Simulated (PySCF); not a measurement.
Geometries of 4 isomers of C4H3BF2O, from PBE0-D3(BJ)/def2-SVP geometry optimisation, gas phase (PySCF). One conformer each, no zero-point energy, no frequencies.

Task: Which is lowest in electronic energy at this level?
A.
```xyz
11
angstrom
F      1.819    1.332    0.843
B      1.858    0.015    0.987
F      2.914   -0.485    1.604
C      0.730   -0.890    0.465
C     -0.330   -0.361   -0.154
C     -0.890    0.931   -0.571
C     -1.916    0.195   -1.041
O     -1.433   -1.060   -0.670
H      0.757   -1.976    0.583
H     -0.593    1.971   -0.510
H     -2.873    0.301   -1.552
```
B.
```xyz
11
angstrom
C      2.147   -0.188    0.508
C      0.889   -0.102    0.196
C     -0.396   -0.008   -0.114
C     -1.173   -1.245   -0.437
O     -0.719   -2.358   -0.456
B     -1.075    1.386   -0.111
F     -0.394    2.492    0.103
F     -2.373    1.504   -0.322
H      2.458   -0.322    1.549
H      2.922   -0.132   -0.263
H     -2.248   -1.053   -0.671
```
C.
```xyz
11
angstrom
O      3.525   -0.206   -0.900
C      2.781   -0.136    0.045
C      1.346   -0.300   -0.030
C      0.139   -0.447   -0.052
C     -1.304   -0.578   -0.101
B     -1.937    0.860    0.053
F     -2.174    1.610   -1.000
F     -2.239    1.351    1.235
H      3.164    0.067    1.076
H     -1.653   -1.226    0.719
H     -1.611   -1.022   -1.062
```
D.
```xyz
11
angstrom
C     -1.763   -0.930   -0.352
C     -0.868    0.028   -0.169
O     -1.127    1.428   -0.191
C      0.200    1.584    0.068
C      0.560    0.269    0.109
B      1.834   -0.532    0.335
F      1.841   -1.855    0.295
F      2.986    0.072    0.578
H     -1.446   -1.973   -0.312
H     -2.808   -0.684   -0.543
H      0.644    2.575    0.174
```

Result: B. That is `C(=C)=C(B(F)F)C=O`, 6.3 kcal/mol below the next.

```
          SMILES                              atoms numbered as above      E (Eh)  relative (kcal/mol)  relative (kJ/mol)  dipole (D)
 C=C=C(C=O)B(F)F   [CH2:1]=[C:2]=[C:3]([CH:4]=[O:5])[B:6]([F:7])[F:8]  -453.23091                  0.0                0.0        2.01
  C=C1OC=C1B(F)F    [CH2:1]=[C:2]1[O:3][CH:4]=[C:5]1[B:6]([F:7])[F:8]  -453.22093                  6.3               26.2        1.39
    O=CC#CCB(F)F      [O:1]=[CH:2][C:3]#[C:4][CH2:5][B:6]([F:7])[F:8]  -453.21636                  9.1               38.2        3.36
FB(F)/C=C1\C=CO1  [F:1][B:2]([F:3])/[CH:4]=[C:5]1\[CH:6]=[CH:7][O:8]1  -453.21614                  9.3               38.8        2.22
```

As drawn, the lowest has a C=O bond and cumulated double bonds, which the highest lacks; the highest has a four-membered ring, which the lowest lacks.
